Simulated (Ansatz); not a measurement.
`O=C[SiH](O)Cl` + H₂ → `O=C[SiH2]Cl` + H₂O at 298.15 K and 1 bar (hydrogenolysis of the Si–O bond).

Calculated with Ansatz (gas phase, PBE0-D4/def2-TZVP geometries, no zero-point term in ΔE). CCSD(T)/CBS is the MP2 limit (def2-TZVPP, def2-QZVPP) plus CCSD(T) − MP2 in def2-TZVPP, frozen cores. This one scheme is used for every species. Each species was taken in one conformer, which may not be the lowest.

```csv
species,CCSD(T)/CBS energy (Eh),H − E (kJ/mol),S (J/(mol·K))
`O=C[SiH](O)Cl`,-939.13820,134.3,341.5
H₂,-1.17544,35.1,130.4
`O=C[SiH2]Cl`,-863.90082,113.4,323.8
H₂O,-76.37941,66.4,188.7
```

H − E and S are ideal-gas, rigid-rotor, harmonic terms from PBE0-D4/def2-TZVP, for one conformer and one mirror image of each species. The MP2-based limit puts H₂ 0.8 mEh under its directly extrapolated value; such offsets cancel only in part. 1 Eh = 2625.50 kJ/mol, R = 8.31446 J/(mol·K).

**Question.** By hand: ΔE, ΔH, ΔS and ΔG.

**Answer.** ΔE = (-863.90082) + (-76.37941) − (-939.13820) − (-1.17544) = 0.03341 Eh = 87.7 kJ/mol. Δ(H − E) = 113.4 + 66.4 − 134.3 − 35.1 = 10.4, so ΔH = 98.1 kJ/mol. ΔS = 323.8 + 188.7 − 341.5 − 130.4 = 40.6 J/(mol·K). ΔG = 98.1 − 298.15 × (40.6)/1000 = 86.0 kJ/mol.

**Question.** By hand: the equilibrium constant, and the temperature at which ΔG would vanish if ΔH and ΔS stayed fixed.

**Answer.** log₁₀ K = −ΔG/(RT ln 10) = -15.1. ΔG = 0 at ΔH/ΔS = 2416 K.

ΔH outweighs TΔS. A doubt of 5 kJ/mol in ΔE shifts log₁₀ K by 0.9 here. Other conformers and mirror images would add mixing entropy, several J/(mol·K) or more a flexible species. Modes under 60 cm⁻¹, often nearly free rotors, make the harmonic entropy too high. These are equilibria of isolated gas molecules and say nothing of rates. Largest T1 diagnostic: 0.014 (customary marks: 0.02 for closed shells, 0.045 for open ones).
